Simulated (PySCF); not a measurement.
**Spin–spin coupling constants**

Bonds (- single, = double, # triple, : aromatic): Ge1-F2 1.728 Å, Ge1-F3 1.729 Å. Ge1 carries H4, H5.

Couplings: PBE/pcJ-1 (pcSseg-1 on Ge) in PySCF, geometry PBE0-D3(BJ)/def2-SVP; gas phase, one conformer, non-relativistic. Couplings are averaged over pairs made equivalent by symmetry, fast rotation or ring inversion, so a value needn't be that of the named pair in this geometry, while other rotamers aren't included; one pair stands for each set, and the list holds those of at least 0.8 Hz over up to four bonds.

Isotopes: 1H, 19F.

```json
{"pair": "F2, F3", "bonds": "2", "J (Hz)": "?"}
{"pair": "F2, H4", "bonds": "2", "J (Hz)": "?"}
{"pair": "H4, H5", "bonds": "2", "J (Hz)": "62.2"}
```

Estimate the withheld couplings, with signs.

Results:


- 2J(F2,F3) = 40.3 Hz (angle at Ge1 105°)
- 2J(F2,H4) = 33.6 Hz

Relativistic effects of the heavier atoms present are left out.
